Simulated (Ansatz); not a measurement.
Reaction (substitution at a C–Si bond): `C[SiH2]C#N` + `C[SeH]` → `C[Se]C#N` + `C[SiH3]`

Gas-phase electronic energies from Ansatz, PBE0-D4/def2-TZVP geometries. CBS: MP2 limit from def2 TZ/QZ plus the TZ coupled-cluster correction, frozen cores. This one scheme is used for every species. DFT in def2-TZVPP. B3LYP here is the variant with VWN-RPA as its local correlation; programs differ in this. For Se outer-core shells are correlated without core-valence functions, which leaves a few kJ/mol of doubt a bond. Scalar relativity is left out up to krypton.

Problem. Is it downhill or uphill in electronic energy at CCSD(T)/CBS, and by how much? (Estimate.)

Solution. Ansatz gave: Uphill: ΔE = +69.8 kJ/mol.

Problem. What do these levels give: LDA (SPW92), r2SCAN0-D4, ωB97M-V, PBE, PBE0, B3LYP, r2SCAN0, LC-ωPBE, HF/def2-SVP, CCSD/def2-SVP, SCS-MP2/def2-TZVPP, MP2/CBS(def2)? (Estimate.)

Solution. Computed: LDA (SPW92) 57.4, r2SCAN0-D4 67.0, ωB97M-V 69.5, PBE 57.1, PBE0 63.3, B3LYP 65.4, r2SCAN0 67.2, LC-ωPBE 67.6, HF/def2-SVP 79.4, CCSD/def2-SVP 71.3, SCS-MP2/def2-TZVPP 65.5, MP2/CBS(def2) 67.9 kJ/mol.

Largest T1 diagnostic among the species: 0.012.

Leaving LDA and LC-ωPBE aside and taking each functional with its dispersion term where it has one, the values, not all of them listed here, spread over 16.3 kJ/mol, from revPBE-D4 to BHLYP-D4. From r2SCAN to r2SCAN0 (25 % exact exchange), in def2-TZVPP and without D4, ΔE moves by +4.0 kJ/mol.
